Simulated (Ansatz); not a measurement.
Geometry optimisation, Ansatz 0.2.0, RKS PBE/def2-SVP.

The input (input.yaml):

```yaml
crystal:
  periodic: [false, false, false]
  atoms:
    - { symbol: C, position_ang: [-0.5237, -1.7717, 0.0043] }
    - { symbol: C, position_ang: [0.7448, -0.9709, -0.0935] }
    - { symbol: B, position_ang: [0.587, 0.5065, 0.4976] }
    - { symbol: C, position_ang: [-0.1189, 1.6339, -0.2229] }
    - { symbol: O, position_ang: [-0.7776, 1.3697, -1.3239] }
    - { symbol: O, position_ang: [-0.2605, 2.9118, 0.3348] }
    - { symbol: H, position_ang: [-0.4081, -2.7495, -0.4082] }
    - { symbol: H, position_ang: [-1.3196, -1.2005, -0.6114] }
    - { symbol: H, position_ang: [-0.9031, -1.7908, 1.0913] }
    - { symbol: H, position_ang: [1.0794, -0.9016, -1.1281] }
    - { symbol: H, position_ang: [1.5113, -1.5209, 0.5028] }
    - { symbol: H, position_ang: [1.2383, 0.7869, 1.5092] }
    - { symbol: H, position_ang: [-0.8288, 3.6622, -0.1372] }
basis:
  gaussian: { orbitals: def2-SVP }
hamiltonian:
  xc: pbe
relax:
  f_tol: 0.015
  max_steps: 40
output:
  orbitals: {}
```

Command:

```bash
$ ansatz run input.yaml --threads 2 --pin off --max-ram 3072MiB --backend cpu --events-out ev --progress --plain --runs-dir out
```

Q: Where does it end, and by what steps?

A: The forces met the threshold. After 29 steps the energy has fallen by 1.266 eV; H12 moved furthest, 1.61 Å.

```tsv
step	energy less start (eV)	largest force component (eV/Å)	accepted
0	0.0000	5.320	yes
2	-0.8940	2.256	yes
4	-0.9942	0.445	yes
6	-1.0361	0.371	yes
8	-1.0527	0.385	yes
10	-1.0999	0.647	yes
12	-1.1684	0.556	yes
14	-1.2221	0.425	yes
16	-1.2422	0.148	yes
18	-1.2515	0.215	yes
20	-1.2583	0.133	yes
22	-1.2629	0.158	yes
24	-1.2653	0.060	yes
26	-1.2661	0.025	yes
28	-1.2664	0.021	yes
29	-1.2664	0.010	yes
```

```xyz
13
Properties=species:S:1:pos:R:3
C -0.670 -1.463 -0.174
C 0.756 -0.980 0.107
B 1.038 0.559 0.118
C -0.109 1.612 -0.120
O -0.299 1.893 -1.301
O -0.833 2.136 0.888
H -0.763 -2.566 -0.110
H -0.999 -1.158 -1.188
H -1.392 -1.025 0.546
H 1.501 -1.472 -0.560
H 1.100 -1.303 1.124
H 2.176 0.983 0.216
H -1.485 2.748 0.468
```

The run took 71 s on 2 threads of Arm Neoverse V2, with other jobs on the host, peak memory 0.15 GiB.
